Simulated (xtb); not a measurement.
Ga(F)2(Me) (CH₃F₂Ga), SMILES [CH3][Ga]([F])[F]. All values are semi-empirical tight-binding results from xtb (GFN2-xTB unless named), good for trends rather than for accurate numbers. The structure is a stationary point at GFN2-xTB.

Optimised geometry:

Bonded distances (Å): Ga1–F2 1.753, Ga1–F3 1.752, Ga1–C4 2.024, C4–H5 1.087, C4–H6 1.088, C4–H7 1.087. Bond angles (°): F2–Ga1–F3 110.0, F2–Ga1–C4 124.9, F3–Ga1–C4 125.1, Ga1–C4–H5 108.6, Ga1–C4–H6 108.8, Ga1–C4–H7 108.0, H5–C4–H6 109.6, H5–C4–H7 111.1, H6–C4–H7 110.7.

For metal compounds this method's bond lengths and energies can be far off.

Task: Estimate the properties. (The exact figures need the calculation; the answer reports its results.)

Result: 
| Quantity | Result |
|---|---|
| orbital gap | 4.42 eV |
| zero-point energy | 23.2 kcal/mol |
| G − E(el) at 298.15 K (modified RRHO) | 3.0 kcal/mol |

Task: Give the atomic charges and the Wiberg bond orders between heavy atoms. (Estimate from the structure and the level; the computed values follow.)

Result: charges (e) Ga1 0.27, F2 -0.24, F3 -0.24, C4 -0.12, H5 0.11, H6 0.11, H7 0.12. Bond orders Ga1–F2 1.13, Ga1–F3 1.13, Ga1–C4 0.91.
